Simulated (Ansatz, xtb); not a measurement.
Ligand exchange: SiH4 + C2H7AlS → SiH3(SH) + C2H7Al

Species: SiH4 (silane) `[SiH4]`, singlet; C2H7AlS `C[CH2][AlH][SH]`, singlet; SiH3(SH) (sulfanylsilane), singlet; C2H7Al `C[CH2][AlH2]`, singlet. The partners trade H for SH: Si–H and Al–SH bonds give way to Si–SH and Al–H.

Shapes, held fixed at every level: PBE0-D4/def2-TZVP. Flexible molecules stand in one conformer, not always the lowest. Programs: Ansatz 0.2.0, xtb 6.7.1. The zero-point and thermal change to 298 K, harmonic and unscaled (PBE0-D4/def2-TZVP), is -3.2 kJ/mol.

| level | kind | ΔH(298 K) (kJ/mol) | less CCSD(T)/CBS estimate |
| --- | --- | --- | --- |
| GFN0-xTB | semi-empirical | -79.1 | -152.7 |
| HF/def2-TZVPP | Hartree–Fock | +68.6 | -5.0 |
| PBE-D4/def2-TZVPP | GGA | +72.3 | -1.3 |
| r2SCAN-D4/def2-TZVPP | meta-GGA | +75.3 | +1.7 |
| B3LYP-D4/def2-TZVPP | global hybrid | +73.0 | -0.6 |
| MP2/def2-SVP | perturbation theory | +80.3 | +6.7 |
| CCSD/def2-SVP | coupled cluster or CI | +79.2 | +5.6 |
| CCSD/def2-TZVPP | coupled cluster or CI | +73.8 | +0.2 |
| CCSD(T)/CBS estimate | coupled cluster or CI | +73.6 | 0.0 |

The highest level, CCSD(T)/CBS estimate, gives ΔH(298 K) = +73.6 kJ/mol; the levels span -79.1 to +80.3. They disagree on the sign: 8 of 9 are positive. GFN0-xTB strays far from the other rows. The column of differences is taken from that level and isn't an error. No measured value is set beside it here. The CBS estimate extrapolates MP2 from def2-TZVPP and def2-QZVPP and adds CCSD(T) − MP2 in the triple-zeta set, cores frozen.
